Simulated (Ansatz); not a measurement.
Isolated molecules relaxed with PBE0-D4/def2-TZVP in Ansatz; ΔE leaves out vibrations. CCSD(T)/CBS adds triple-zeta CCSD(T) − MP2 to the extrapolated MP2 energy (def2 sets, frozen cores). Functionals use def2-TZVPP. Each species was taken in one conformer, which may not be the lowest.

Reaction (ligand exchange at the Si–C bond): `CBNC[SiH3]` + `BOCO` → `BOCO[SiH3]` + `CBNC`

**Question.** Is it downhill or uphill in electronic energy at CCSD(T)/CBS, and by how much? (An estimate is asked.)

**Answer.** Computed: Downhill: ΔE = -98.1 kJ/mol.

**Question.** What do these levels give: ωB97M-V, B2PLYP, r2SCAN, PBE0, MP2/def2-QZVPP, MP2/CBS(def2)? (An estimate is asked.)

**Answer.** The calculation gave: ωB97M-V -96.4, B2PLYP -101.5, r2SCAN -96.2, PBE0 -89.0, MP2/def2-QZVPP -101.0, MP2/CBS(def2) -100.6 kJ/mol.

Largest T1 diagnostic among the species: 0.013.

In def2-TZVPP, CCSD(T) changes the Hartree–Fock value by +18.5 kJ/mol (the triples alone add +2.4 kJ/mol) and MP2 by +16.0 kJ/mol. From PBE to PBE0 (25 % exact exchange), in def2-TZVPP and without D4, ΔE moves by −4.9 kJ/mol.
